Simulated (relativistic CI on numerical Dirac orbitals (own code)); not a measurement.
## As4+: sensitivity of the levels to the model

Base calculation: Dirac-Coulomb-Breit CI, orbitals from a KLI potential per configuration, a model potential for QED, valence Slater integrals scaled by 0.85, P86 correlation energy added to each configuration.

CI space (outside the closed core [Ar]): 3d¹⁰4s, 3d¹⁰4p, 3d¹⁰4d, 3d¹⁰4f, 3d¹⁰5s, 3d¹⁰5p, 3d⁹4s², 3d¹⁰5d, 3d¹⁰6s, 3d¹⁰6p, 3d¹⁰5f, 3d¹⁰5g, 3d¹⁰6d, 3d¹⁰7s, 3d⁹4s4p, 3d¹⁰7p, 3d¹⁰7d, 3d⁹4s4d. Double excitations out of closed p, d and f shells are left out; levels of such configurations are missing from the list, as are those of other unlisted configurations, and high levels can miss mixing partners.

Variants: (1) self-excluded LDA correlation estimate; (2) Slater integrals left unscaled; (3) configuration mixing switched off. Shifts of the energy above 3d¹⁰4s ²S1/2, in cm⁻¹, for the lowest level and the first level of each name with at least 55 % of one term (blank where a level changes its place among those of its configuration and J or its character, or is not in the variant):

```tsv
Level	Base	Δ(1)	Δ(2)	Δ(3)	Measured
3d¹⁰4s ²S1/2	0	0	0	0	0
3d¹⁰4p ²P°1/2	96124	+643	-83	-121	
3d¹⁰4p ²P°3/2	100018	+643	-83	-131	
3d¹⁰4d ²D3/2	232522	+3277	-31	-301	236897
3d¹⁰4d ²D5/2	232940	+3276	-33	-296	237342
3d¹⁰5s ²S1/2	258339	+5922	-42	-302	263596
3d¹⁰5p ²P°1/2	292792	+5888	-19	-349	
3d¹⁰5p ²P°3/2	294159	+5888	-20	-339	
3d⁹4s² ²D5/2	309528	+174	-63	-244	
3d⁹4s² ²D3/2	315055	+175	-43	-231	
3d¹⁰4f ²F°7/2	328795	+2518	-20	-330	
3d¹⁰4f ²F°5/2	328809	+2518	-20	-330	
3d¹⁰5d ²D3/2	346674	+5640	+14	-421	
3d¹⁰5d ²D5/2	346849	+5641	+11	-414	
3d¹⁰6s ²S1/2	356719	+6796	-25	-333	
3d¹⁰6p ²P°1/2	373018	+6683	-12	-363	
3d¹⁰6p ²P°3/2	373682	+6682	-13	-355	
3d⁹4s4p ⁴P°5/2	381445	+398	-3231	-378	
3d⁹4s4p ⁴P°3/2	385190	+398	-3105	-379	
3d⁹4s4p ⁴F°7/2	386422	+401	-2426	-372	
3d⁹4s4p ⁴F°5/2	386648	+411	-2357	-354	
3d⁹4s4p ⁴F°9/2	387608	+398	-2557	-378
```

At this charge configurations can still be misplaced by up to about 7 % of their energy. 3 of the 3 excited levels that our extract of the measured tables holds in this range could be paired (the sources list more); they are missed by 4678 cm⁻¹ on average and 5257 at most, and levels without a partner can miss by more.

Measured levels: Moore, Atomic Energy Levels, vol. II, NSRDS-NBS 35 (1971 reprint of NBS Circular 467, 1952).

Ionisation energy from the two ground configurations alone: base 62.15 eV; self-excluded LDA correlation estimate 62.76 eV. The NIST ASD value (measured) is 62.77 eV.

LS names give the leading component of a level, which can be under half, so a name can repeat, a term be missing and a line seem to break the LS rules.
